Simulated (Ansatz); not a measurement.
Computed with Ansatz on PBE0-D4/def2-TZVP structures; ΔE is electronic, products minus reactants. CCSD(T)/CBS adds triple-zeta CCSD(T) − MP2 to the extrapolated MP2 energy (def2 sets, frozen cores). Functionals use def2-TZVPP. For Ge outer-core shells are correlated without core-valence functions, which leaves a few kJ/mol of doubt a bond. Scalar relativity is left out up to krypton. Each species was taken in one conformer, which may not be the lowest.

`C=C[SiH2]N[SiH3]` + `[OH][GeH2][SiH3]` → `[OH][GeH]([SiH3])[SiH3]` + `C=C[SiH2]N`  (formal exchange of groups at the Si–N bond)

CCSD(T)/CBS gives +38.2 kJ/mol.

(1) Another level gave +24.0 kJ/mol. Which?
A. revPBE-D4/def2-TZVPP
B. MP2/def2-TZVPP
C. BLYP-D4/def2-TZVPP
D. B97M-V/def2-TZVPP

(2) What do rigid-rotor, harmonic-oscillator terms from PBE0-D4/def2-TZVP frequencies (298.15 K, 1 bar) make of the CCSD(T)/CBS value? (Best estimate.)

Largest T1 diagnostic among the species: 0.013.

Results:

(1) A. revPBE-D4 24.0, BLYP-D4 31.4, B97M-V 39.3, MP2/def2-TZVPP 43.8 kJ/mol.

(2) The calculation gave: ΔZPE = +2.7 kJ/mol, ΔH = +43.1 kJ/mol, ΔS = 1 J/(mol·K), ΔG = +42.8 kJ/mol. Modes under 50 cm⁻¹ make the entropy rough.

From BLYP to BHLYP (50 % exact exchange), in def2-TZVPP and without D4, ΔE moves by +12.9 kJ/mol. In def2-TZVPP, CCSD(T) changes the Hartree–Fock value by −15.3 kJ/mol (the triples alone add −1.8 kJ/mol) and MP2 by −11.0 kJ/mol. Leaving LDA and LC-ωPBE aside and taking each functional with its dispersion term where it has one, the values, not all of them listed here, spread over 21.0 kJ/mol, from PBE-D4 to BHLYP-D4. LDA lies +3.5 kJ/mol from PBE without D4.

CCSD(T)/CBS has its own doubt, a few kJ/mol and more with outer-core shells, so smaller differences from it don't rank the levels.
